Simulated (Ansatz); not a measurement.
The cluster Cd₄⁻, 4 atoms. Hardware: 4 threads of Arm Neoverse V2 on a shared host.

In the def2 sets Cd takes a core potential; there is no spin–orbit coupling. Correlated methods freeze no core orbitals; core or outer-core shells of Cd are correlated, in sets that lack core-valence functions.

Q: How many basis functions does each of these Ansatz runs have, and roughly what does it cost? B3LYP/def2-TZVPD, charge -1 quartet, energy, from earlier orbitals; PBE/def2-TZVPD, charge -1 quartet, energy, from earlier orbitals; PBE/def2-TZVPD, charge 0 singlet at the geometry of the charge -1 doublet, energy, from earlier orbitals; r2SCAN/def2-TZVPD, charge 0 triplet at the geometry of the charge -1 doublet, energy, from earlier orbitals; RPA@PBE/def2-TZVPD, charge -1 doublet, energy, from earlier orbitals; RPA@PBE/def2-TZVPD, charge -1 quartet, energy, from earlier orbitals; PBE0/def2-SVP, charge -1 quartet, energy with a search over starts; revPBE/def2-TZVPD, charge -1 doublet, energy, from earlier orbitals; PBE0/def2-TZVPD, charge -1 quartet, energy, from earlier orbitals; PBE0/def2-SVP, charge -1 doublet, energy with a search over starts; PBE0/def2-TZVPD, charge 0 singlet at the geometry of the charge -1 doublet, energy, from earlier orbitals; BLYP/def2-TZVPD, charge -1 quartet, energy, from earlier orbitals.

A: Other jobs shared the machine, so times can vary by a factor of up to 3. A dash marks memory too small to be measured apart from the calling script's.

```json
{"run": "PBE/def2-TZVPD, charge 0 singlet at the geometry of the charge -1 doublet, energy, from earlier orbitals", "functions": "160", "fitting or Cholesky vectors": "1476", "wall time": "1.6 s", "peak host memory (GiB)": "–"}
{"run": "PBE0/def2-TZVPD, charge 0 singlet at the geometry of the charge -1 doublet, energy, from earlier orbitals", "functions": "160", "fitting or Cholesky vectors": "1680", "wall time": "3 s", "peak host memory (GiB)": "–"}
{"run": "revPBE/def2-TZVPD, charge -1 doublet, energy, from earlier orbitals", "functions": "160", "fitting or Cholesky vectors": "1476", "wall time": "3.9 s", "peak host memory (GiB)": "–"}
{"run": "PBE/def2-TZVPD, charge -1 quartet, energy, from earlier orbitals", "functions": "160", "fitting or Cholesky vectors": "1476", "wall time": "7 s", "peak host memory (GiB)": "–"}
{"run": "BLYP/def2-TZVPD, charge -1 quartet, energy, from earlier orbitals", "functions": "160", "fitting or Cholesky vectors": "1476", "wall time": "7 s", "peak host memory (GiB)": "–"}
{"run": "RPA@PBE/def2-TZVPD, charge -1 doublet, energy, from earlier orbitals", "functions": "160", "fitting or Cholesky vectors": "1512", "wall time": "11 s", "peak host memory (GiB)": "0.62"}
{"run": "PBE0/def2-TZVPD, charge -1 quartet, energy, from earlier orbitals", "functions": "160", "fitting or Cholesky vectors": "1512", "wall time": "12 s", "peak host memory (GiB)": "0.72"}
{"run": "r2SCAN/def2-TZVPD, charge 0 triplet at the geometry of the charge -1 doublet, energy, from earlier orbitals", "functions": "160", "fitting or Cholesky vectors": "1476", "wall time": "12 s", "peak host memory (GiB)": "–"}
{"run": "RPA@PBE/def2-TZVPD, charge -1 quartet, energy, from earlier orbitals", "functions": "160", "fitting or Cholesky vectors": "1512", "wall time": "12 s", "peak host memory (GiB)": "0.61"}
{"run": "B3LYP/def2-TZVPD, charge -1 quartet, energy, from earlier orbitals", "functions": "160", "fitting or Cholesky vectors": "1512", "wall time": "12 s", "peak host memory (GiB)": "0.72"}
{"run": "PBE0/def2-SVP, charge -1 doublet, energy with a search over starts", "functions": "124", "fitting or Cholesky vectors": "1312", "wall time": "19 s", "peak host memory (GiB)": "0.6"}
{"run": "PBE0/def2-SVP, charge -1 quartet, energy with a search over starts", "functions": "124", "fitting or Cholesky vectors": "1312", "wall time": "23 s", "peak host memory (GiB)": "–"}
```
